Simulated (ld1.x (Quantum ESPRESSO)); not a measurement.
Reading a pseudo-wave (strontium)

Columns: radius, all-electron u(r) and pseudo u(r) of the 4d shell (level -1.28 eV) of strontium in the configuration [Ar] 3d10 4s2 4p6 4d0 5s2 5p0; PBE, scalar-relativistic, TM scheme, ld1.x (Quantum ESPRESSO) 7.5.

```tsv
r (bohr)	all-electron	pseudo
0.141	0.1005	-0.0013
0.282	0.1989	-0.0101
0.423	0.1708	-0.0323
0.564	0.0730	-0.0709
0.705	-0.0439	-0.1253
0.846	-0.1555	-0.1917
0.987	-0.2525	-0.2637
1.128	-0.3322	-0.3340
1.269	-0.3946	-0.3964
1.410	-0.4414	-0.4467
1.551	-0.4749	-0.4833
1.692	-0.4975	-0.5069
1.833	-0.5114	-0.5198
1.974	-0.5186	-0.5247
2.115	-0.5208	-0.5244
2.256	-0.5191	-0.5207
2.397	-0.5146	-0.5151
2.538	-0.5081	-0.5082
2.679	-0.5002	-0.5002
2.820	-0.4913	-0.4913
2.961	-0.4819	-0.4819
3.102	-0.4721	-0.4721
3.243	-0.4622	-0.4622
3.384	-0.4521	-0.4521
3.525	-0.4418	-0.4418
3.666	-0.4314	-0.4314
```

(1) How many radial nodes do the two functions have?

(2) At about which radius was the pseudo-wave matched?

(3) Where does each function peak?

(4) Is the pseudo-wave norm-conserving?

Results:

(1) The all-electron 4d function has n − l − 1 = 1; the pseudo-wave has 0, since the states of the same l below it are removed with the core.

(2) 2.82 bohr. The columns agree to 0.0005 from 2.54 bohr on; several derivatives are matched, so the curves merge somewhat inside the radius.

(3) Outermost all-electron maximum near 2.12 bohr, pseudo maximum near 1.97 bohr (to the table’s step).

(4) Yes: the TM scheme keeps the norm inside the radius equal to the all-electron one, which fixes the energy derivative of the logarithmic derivative at the level.
